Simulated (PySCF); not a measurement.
**Cs: interval between two levels**

Cs [Xe] 6s1 [2S1/2, M_J = 1/2] → Cs [Xe] 6p1 [2P3/2, M_J = 3/2], as a difference of total energies. Computed with PySCF 2.14 in x2c-TZVPall-2c, with the two-component X2C-1e Hamiltonian. Correlated levels: [Kr] 4d10 frozen; the 30 highest virtual spinors dropped. "Screened" scales the spin-orbit matrix elements by Boettger's factors to mimic the two-electron term; Breit and QED terms are absent.

```json
{"method": "GHF (spin-free)", "interval between two levels (cm⁻¹)": "9639.2"}
{"method": "GMP2 (spin-free)", "interval between two levels (cm⁻¹)": "11270"}
{"method": "GHF (screened spin-orbit)", "interval between two levels (cm⁻¹)": "9781.9"}
{"method": "GMP2 (screened spin-orbit)", "interval between two levels (cm⁻¹)": "11438"}
```

The spin-free rows lack the spin-orbit shift.

Errors of the correlated levels include the incompleteness of this basis and the frozen core.

For comparison: 11732 cm⁻¹ (measured; NIST Handbook of Basic Atomic Spectroscopic Data (Sansonetti and Martin, J. Phys. Chem. Ref. Data 34, 1559 (2005))).
